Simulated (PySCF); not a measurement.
# `C=C(C)[C@@]1(N[SiH3])C[SiH2]1`: 4 charge schemes on one density

C5H13NSi2.
Structure used (GFN2-xTB), in Å, numbered top down from 1:
```xyz
21
C5H13NSi2 angstrom
C     -1.409   -0.446    1.558
C     -1.130   -0.140    0.292
C     -2.173   -0.317   -0.773
C      0.179    0.402   -0.119
N      1.252    0.293    0.829
Si     2.154   -1.153    1.100
C      0.649    0.236   -1.570
Si     0.289    2.026   -1.152
H     -2.379   -0.815    1.845
H     -0.688   -0.355    2.352
H     -1.932   -1.176   -1.399
H     -2.237    0.560   -1.415
H     -3.146   -0.493   -0.322
H      1.067    0.848    1.653
H      3.041   -0.795    2.206
H      1.367   -2.346    1.436
H      2.915   -1.442   -0.118
H      0.001   -0.324   -2.227
H      1.678   -0.081   -1.660
H      1.404    2.893   -0.827
H     -0.912    2.641   -1.689
```

Density: PBE0/pcSseg-1 (PySCF); schemes: Mulliken, IAO, Hirshfeld and ESP-fitted. Isolated species at its GFN2-xTB geometry (one conformer only).

**Question.** Atoms with like bonding are taken together and averaged. Which atoms carry the lowest charge in the Mulliken, IAO, Hirshfeld and ESP-fitted schemes?

**Answer.** The schemes don't all agree: Mulliken N5 (-0.649); IAO N5 (-0.663); Hirshfeld N5 (-0.229); ESP-fitted C1 (-0.771).

**Question.** At which atom do the 4 schemes differ most?

**Answer.** At C2: from -0.296 (Mulliken) to +0.430 e (ESP-fitted), 0.726 e apart.

**Question.** Which atoms carry the highest charge in the Mulliken, IAO, Hirshfeld and ESP-fitted schemes?

**Answer.** All schemes agree: Mulliken Si6 (+0.610); IAO Si6 (+0.737); Hirshfeld Si6 (+0.339); ESP-fitted Si6 (+0.519).

**Question.** Tabulate the Mulliken, IAO, Hirshfeld and ESP-fitted charges.

**Answer.** In e; atoms taken as equivalent share a row and are averaged (×n: the atom named and its like, n in all):

```json
{"atom": "C1", "environment": "terminal =CH2 carbon", "Mulliken": "-0.064", "IAO": "-0.365", "Hirshfeld": "-0.135", "ESP-fitted": "-0.771"}
{"atom": "C2", "environment": "fully substituted alkene carbon", "Mulliken": "-0.296", "IAO": "+0.017", "Hirshfeld": "+0.001", "ESP-fitted": "+0.430"}
{"atom": "C3", "environment": "allylic carbon", "Mulliken": "-0.174", "IAO": "-0.421", "Hirshfeld": "-0.115", "ESP-fitted": "-0.575"}
{"atom": "C4", "environment": "sp3 carbon bound to nitrogen", "Mulliken": "-0.217", "IAO": "-0.079", "Hirshfeld": "-0.011", "ESP-fitted": "+0.058"}
{"atom": "N5", "environment": "silicon-bound nitrogen", "Mulliken": "-0.649", "IAO": "-0.663", "Hirshfeld": "-0.229", "ESP-fitted": "-0.630"}
{"atom": "Si6", "environment": "SiH3 silicon", "Mulliken": "+0.610", "IAO": "+0.737", "Hirshfeld": "+0.339", "ESP-fitted": "+0.519"}
{"atom": "C7", "environment": "sp3 carbon bound to silicon", "Mulliken": "-0.362", "IAO": "-0.523", "Hirshfeld": "-0.168", "ESP-fitted": "-0.472"}
{"atom": "Si8", "environment": "SiH2 silicon", "Mulliken": "+0.509", "IAO": "+0.606", "Hirshfeld": "+0.289", "ESP-fitted": "+0.117"}
{"atom": "H9", "environment": "vinylic hydrogen", "Mulliken": "+0.096", "IAO": "+0.143", "Hirshfeld": "+0.038", "ESP-fitted": "+0.243"}
{"atom": "H10", "environment": "vinylic hydrogen", "Mulliken": "+0.085", "IAO": "+0.135", "Hirshfeld": "+0.030", "ESP-fitted": "+0.241"}
{"atom": "H11/H12/H13", "environment": "methyl hydrogen", "Mulliken": "+0.128", "IAO": "+0.146", "Hirshfeld": "+0.044", "ESP-fitted": "+0.159"}
{"atom": "H14", "environment": "N–H hydrogen", "Mulliken": "+0.208", "IAO": "+0.258", "Hirshfeld": "+0.111", "ESP-fitted": "+0.313"}
{"atom": "H15/H16/H17", "environment": "Si–H hydrogen", "Mulliken": "-0.110", "IAO": "-0.140", "Hirshfeld": "-0.084", "ESP-fitted": "-0.115"}
{"atom": "H18", "environment": "methylene hydrogen", "Mulliken": "+0.144", "IAO": "+0.157", "Hirshfeld": "+0.045", "ESP-fitted": "+0.166"}
{"atom": "H19", "environment": "methylene hydrogen", "Mulliken": "+0.162", "IAO": "+0.168", "Hirshfeld": "+0.043", "ESP-fitted": "+0.202"}
{"atom": "H20", "environment": "Si–H hydrogen", "Mulliken": "-0.044", "IAO": "-0.086", "Hirshfeld": "-0.058", "ESP-fitted": "+0.019"}
{"atom": "H21", "environment": "Si–H hydrogen", "Mulliken": "-0.064", "IAO": "-0.102", "Hirshfeld": "-0.062", "ESP-fitted": "+0.007"}
```

Mean size of the charges over all atoms: ESP-fitted 0.266 e, IAO 0.253 e, Mulliken 0.209 e, Hirshfeld 0.098 e. Each set sums to the total charge, 0, to within 0.001 e. The Mulliken scheme gives each basis function's population to the atom it is centred on and halves the overlap population of two atoms between them.

Some averages cover members that differ in this geometry: H11/H12/H13, ESP-fitted +0.140 to +0.177 e.

**Question.** How closely do the schemes follow one another over all atoms?

**Answer.** Correlation coefficient and root-mean-square difference: IAO with Hirshfeld 0.98, 0.200 e; Mulliken with IAO 0.93, 0.126 e; Mulliken with Hirshfeld 0.92, 0.160 e; IAO with ESP-fitted 0.85, 0.185 e; Hirshfeld with ESP-fitted 0.77, 0.253 e; Mulliken with ESP-fitted 0.63, 0.268 e.

**Question.** How many electrons does the Hirshfeld scheme count on C1?

**Answer.** Z − q = 6 − (-0.135) ≈ 6.134.

The run behind these numbers computed NMR shieldings as well. The run took 82 s wall on one thread of an Arm Neoverse N1, on a shared host, and the process peaked at 0.89 GiB of memory.
